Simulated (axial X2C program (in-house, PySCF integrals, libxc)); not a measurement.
## Which functional? An output for PbGe⁺

An SCF output computed with an in-house all-electron X2C program for linear molecules (integrals from PySCF) for PbGe⁺ at 2.711 Å, two-component, state Ω = 3/2, Pb dyall-v3z [12s14p10d6f], Ge dyall-v3z [9s9p7d1f] (cores contracted in-house), without its first line:

```
basis functions 224  fitting functions 1344  grid points 5803
iter        total energy     max residual
   1     -22990.585090481     1.03e-01
   2     -22990.587257305     2.63e-03
   3     -22990.587338650     3.64e-03
   4     -22990.587490848     6.90e-04
   5     -22990.587520480     5.65e-04
   6     -22990.587541570     2.76e-04
   7     -22990.587567291     1.18e-04
   8     -22990.587574953     7.05e-05
   9     -22990.587575930     7.92e-06
  10     -22990.587575961     3.55e-06
  11     -22990.587575961     2.17e-06
converged
one-electron -32475.33748556  Coulomb 9469.01594601  exact exchange -93.45437219  xc functional -382.09197836  nuclear repulsion 512.19513148  atomic mean-field constant -20.91481734
```

Task: Which level of theory produced it?
A. PBE0
B. HF
C. B97-3
D. B3LYP

Result: D. The exact-exchange term against the functional term shows a share of 0.2 of exact exchange.
